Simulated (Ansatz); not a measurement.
C$_{4}$H$_{8}$Si (`C=CC1C[SiH2]1`). Charge 0, multiplicity 1. The structure was optimised at the PBE0-D4/def2-TZVP level. It is one conformer, not always the lowest.

```xyz
13

C     1.691    0.172    1.065
C     0.422    0.564    1.129
C    -0.558    0.587    0.033
C    -0.174    0.120   -1.377
Si   -1.350   -1.016   -0.520
H     2.316    0.169    1.949
H     2.154   -0.156    0.141
H     0.028    0.883    2.092
H    -1.234    1.438    0.060
H     0.855   -0.193   -1.522
H    -0.542    0.736   -2.190
H    -2.770   -1.037   -0.934
H    -0.839   -2.267    0.072
```

Problem. What is the dipole moment at PBE/def2-TZVPP? (Estimate.)

Solution. Ansatz gave: 0.71 D, with components (-0.63, 0.07, -0.33) D in this frame, pointing from negative to positive charge.

Problem. And with r2SCAN, B3LYP, ωB97M-V? (Estimate.)

Solution. Ansatz gave: r2SCAN 0.75 D, B3LYP 0.78 D, ωB97M-V 0.78 D.

Problem. Give the Mulliken charges with PBE, B3LYP, ωB97M-V in def2-TZVPP. (An estimate is asked.)

Solution. Ansatz gave: 
| atom | PBE | B3LYP | ωB97M-V |
| --- | --- | --- | --- |
| C1 | -0.22 | -0.24 | -0.24 |
| C2 | -0.13 | -0.12 | -0.11 |
| C3 | -0.05 | -0.09 | -0.15 |
| C4 | -0.19 | -0.25 | -0.30 |
| Si5 | 0.19 | 0.26 | 0.23 |
| H6 | 0.09 | 0.10 | 0.10 |
| H7 | 0.07 | 0.08 | 0.08 |
| H8 | 0.09 | 0.10 | 0.10 |
| H9 | 0.09 | 0.09 | 0.11 |
| H10 | 0.08 | 0.09 | 0.11 |
| H11 | 0.09 | 0.10 | 0.11 |
| H12 | -0.05 | -0.06 | -0.02 |
| H13 | -0.04 | -0.05 | -0.01 |

B3LYP here is the variant with VWN-RPA as its local correlation; programs differ in this.
